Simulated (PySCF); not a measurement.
boroxine cation (B₃H₃O₃), SMILES B1OBOBO1 (connectivity only; charge and spin as stated), charge +1, multiplicity 2.

Coordinates come from a B3LYP-D3(BJ)/def2-SVP optimisation. The multiplicity is an assumed one; no other spin state was optimised.

These are PySCF with TDA-PBE/def2-SVPD values and carry that method's errors.

Vertical excitations. The molecule is in vacuum.

```tsv
state	energy (eV)	λ (nm)	f	main pairs
root 1	0.75	1652	0.001	β HOMO→LUMO 99 %
root 2	1.84	673	0.000	β HOMO−2→LUMO 100 %
root 3	2.12	586	0.000	β HOMO−4→LUMO 100 %
root 4	2.19	565	0.008	β HOMO−5→LUMO 67 %, β HOMO−1→LUMO 33 %
root 5	3.16	392	0.082	β HOMO−3→LUMO 95 %
root 6	3.29	377	0.241	β HOMO−1→LUMO 61 %, β HOMO−5→LUMO 31 %
root 7	4.14	300	0.000	β HOMO−6→LUMO 100 %
root 8	5.47	227	0.020	β HOMO−7→LUMO 90 %
root 9	6.25	198	0.001	α HOMO→LUMO 26 %, β HOMO→LUMO+1 70 %
root 10	6.44	193	0.002	β HOMO−8→LUMO 96 %
```
Unrestricted roots are not spin-pure.
